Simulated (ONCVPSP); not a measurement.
## Before and after: ONCV potential for Al (Z = 13)

```
Element                 : aluminium (Al)
Generator               : ONCVPSP 4.0.1
Type                    : optimised norm-conserving Vanderbilt (ONCV)
Functional              : LDA (Perdew-Wang 92)
Relativity              : scalar-relativistic
Frozen core             : [Ne]
Valence charge          : 3
Reference configuration : 3s2 3p1
Partial waves           : 3s: rc 2.30 bohr, ncon 4, nbas 8, qcut 2.7 1/bohr, 2 projectors, debl 1 Ha; 3p: rc 2.15 bohr, ncon 4, nbas 8, qcut 4.3 1/bohr, 1 projector; d scattering state at 0.02 Ha: rc 2.30 bohr, ncon 4, nbas 8, qcut 3.5 1/bohr, 2 projectors, debl 2 Ha
Local potential         : polynomial inside 2.05 bohr (lpopt 3, dvloc0 0 Ha)
Core correction         : polynomial model core, fcfact 0.3
```

Change: local potential polynomial inside 2.05 bohr (lpopt 3, dvloc0 4 Ha).

Cutoffs: the cutoffs (Ha) at which the residual kinetic energy of the hardest occupied pseudo-wave falls to 1 and 0.1 mHa per electron; they do not see the model core or the augmentation charge, which bear on the density cutoff. Errors are all-electron minus pseudo energies relative to the spin-unpolarised reference configuration.

Problem. Predict the effect on cutoff, ghosts and configuration errors.

Solution. The potential gets neither clearly harder nor softer (6.9 Ha and 29 Ha → 6.9 Ha and 29 Ha); of the 4 tests that both files solve, the error grows in 1 and shrinks in 0 by more than 15 % and 0.3 meV (median size 3.3 → 3.3 meV); the range in which the p phases agree widens (upper end 1.6 → 3.2); neither file shows a bound ghost.

```tsv
quantity	base	changed
cutoff, loose	6.9 Ha	6.9 Ha
cutoff, tight	29 Ha	29 Ha
bound ghosts	none	none
GHOST(+) flags under 300 eV	none	none
error for 3s2 3p0, meV [ΔE 5.84 eV]	+2.2	+2.2
error for 3s1 3p0, meV [ΔE 25.21 eV]	-4.3	-4.3
error for 3s2 3p0.5, meV [ΔE 2.12 eV]	+0.3	+0.2
error for 3s1 3p1, meV [ΔE 11.66 eV]	-9.3	-11
s: phases at 2.33 bohr within 0.05 rad from the reference energy up to (Ha; the scan ends near 5)	2.1	2.2
p: phases at 2.18 bohr within 0.05 rad from the reference energy up to (Ha; the scan ends near 5)	1.6	3.2
d: phases at 2.33 bohr within 0.05 rad from the reference energy up to (Ha; the scan ends near 5)	to the end of the scan	to the end of the scan
rms error of d²Exc/dni dnj with the model core, mHa	0.24	0.24
```

Base: The cutoffs count occupied waves only; projector 2 of the d channel, the hardest unoccupied one, needs 30 Ha at the loose tolerance. Changed file: The cutoffs count occupied waves only; projector 2 of the d channel, the hardest unoccupied one, needs 30 Ha at the loose tolerance.
